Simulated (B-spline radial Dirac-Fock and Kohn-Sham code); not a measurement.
**Width and fluorescence yield of the N5 (4d5/2) hole, In to Ce**

The computed values come from a B-spline atomic structure program: independent-particle radiative and Coulomb Auger rates from relativistic LDA hole-state orbitals, with Dirac-Fock energies. Free neutral atoms. Recommended widths: Campbell and Papp (2001); yields: xraylib tables.

| Z | element | Γ (eV) | recommended Γ | ω | Coster-Kronig yield |
| --- | --- | --- | --- | --- | --- |
| 49 | In | 0.0261 | – | 4.81e-06 | 0.000 |
| 50 | Sn | 0.0740 | 0.0800 | 6.56e-06 | 0.000 |
| 51 | Sb | ? | ? | ? | ? |
| 52 | Te | 0.170 | 0.200 | 1.46e-05 | 0.000 |
| 53 | I | 0.120 | 0.120 | 3.70e-05 | 0.000 |
| 54 | Xe | 0.0975 | 0.0800 | 7.41e-05 | 0.000 |
| 55 | Cs | 0.0898 | 0.0800 | 0.000116 | 0.000 |
| 56 | Ba | 0.0931 | 0.0800 | 0.000155 | 0.000 |
| 57 | La | 0.116 | 0.100 | 0.000161 | 0.000 |
| 58 | Ce | 0.257 | 0.320 | 0.000166 | 0.563 |

Task: What does the model give for Sb?

Result: Γ = 0.155 eV, ω = 7.84e-06, Coster-Kronig yield 0.000; the recommended width is 0.140 eV.
